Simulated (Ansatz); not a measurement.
**Molecular dynamics of HSe**

input.yaml

```yaml
crystal:
  periodic: [false, false, false]
  atoms:
    - { symbol: Se, position_ang: [-0.625867, 0.226088, -0.316513] }
    - { symbol: H, position_ang: [0.625867, -0.226088, 0.316513] }
magnetization:
  spin_polarized: true
  initial_magnetization: 1
basis:
  gaussian: { orbitals: def2-SVP }
hamiltonian:
  xc: pbe0
  dispersion: d4
md:
  timestep: 0.5
  n_steps: 300
  ensemble: nvt_langevin
  temperature: 700.0
  initial_velocities: maxwell_boltzmann
  seed: 989551
  friction: 0.01
```

Command:

```bash
$ ansatz run input.yaml --threads 1 --pin off --max-ram 2048MiB --backend cpu --events-out ev --progress --plain --runs-dir out
```

It starts from a relaxed structure.

Output, in part (step lines, the closing report, with atoms numbered from 0):

```
md step     0: t =     0.00 fs  T =   350.0 K  F+E_penalty+E_count = -65349.07173310 eV  E_kin = 0.090482 eV  (25 SCF iters)
md step     1: t =     0.50 fs  T =   304.0 K  F+E_penalty+E_count = -65349.07169985 eV  E_kin = 0.078580 eV  (21 SCF iters)
md step     2: t =     1.00 fs  T =   274.8 K  F+E_penalty+E_count = -65349.07153653 eV  E_kin = 0.071040 eV  (20 SCF iters)
md step     3: t =     1.50 fs  T =   324.3 K  F+E_penalty+E_count = -65349.07129141 eV  E_kin = 0.083827 eV  (21 SCF iters)
md step     4: t =     2.00 fs  T =   316.1 K  F+E_penalty+E_count = -65349.07122854 eV  E_kin = 0.081711 eV  (19 SCF iters)
md step     5: t =     2.50 fs  T =   300.1 K  F+E_penalty+E_count = -65349.07132495 eV  E_kin = 0.077595 eV  (20 SCF iters)
md step     6: t =     3.00 fs  T =   320.2 K  F+E_penalty+E_count = -65349.07148411 eV  E_kin = 0.082772 eV  (20 SCF iters)
md step     7: t =     3.50 fs  T =   351.9 K  F+E_penalty+E_count = -65349.07154562 eV  E_kin = 0.090974 eV  (21 SCF iters)
[... lines left out ...]
Total energy: -65349.00840015 eV, -2401.5317635568 hartree
Atom 0 at    -0.593465     0.065619    -0.113854 Å, force    -0.030339    -1.105911     0.969865 eV/Å
Atom 1 at    -0.625523    -1.102974     0.910982 Å, force     0.030339     1.105911    -0.969865 eV/Å
Dipole moment:    -0.002863    -0.104365     0.091526 e Å
```

The steps, from the saved trajectory:

```
time (fs)  T (K)  potential energy less start (eV)
      0.0    350                             0.000
      5.0    380                             0.000
     10.0    486                             0.000
     15.0    413                             0.010
     20.0    437                             0.005
     25.0    377                             0.000
     30.0    325                             0.014
     35.0    345                             0.006
     40.0    285                             0.001
     45.0    290                             0.001
     50.0    318                             0.011
     55.0    191                             0.034
     60.0    375                             0.001
     65.0    377                             0.006
     70.0    227                             0.016
     75.0    336                             0.002
     80.0    295                             0.001
     85.0    170                             0.001
     90.0     73                             0.007
     95.0     26                             0.031
    100.0    233                             0.010
    105.0    432                             0.000
    110.0    670                             0.016
    115.0    731                             0.012
    120.0   1109                             0.013
    125.0    754                             0.000
    130.0    826                             0.005
    135.0    676                             0.054
    140.0    766                             0.019
    145.0   1066                             0.000
    150.0    893                             0.063
```

All steps were run. The mean temperature of the second half is 22 % below the set value. A run of 0.15 ps of so small a system gives no equilibrium averages.

The same pairs are bonded in the first frame and the last. Pairs count as bonded within 1.25 times the sum of covalent radii (0.12 Å more for H–H).

Last frame:

```xyz
2
Properties=species:S:1:pos:R:3
Se -0.594 0.066 -0.114
H -0.625 -1.103 0.911
```

Time of the run: 3.3 min on 1 thread of Arm Neoverse V2 (shared host), peak memory 0.09 GiB.
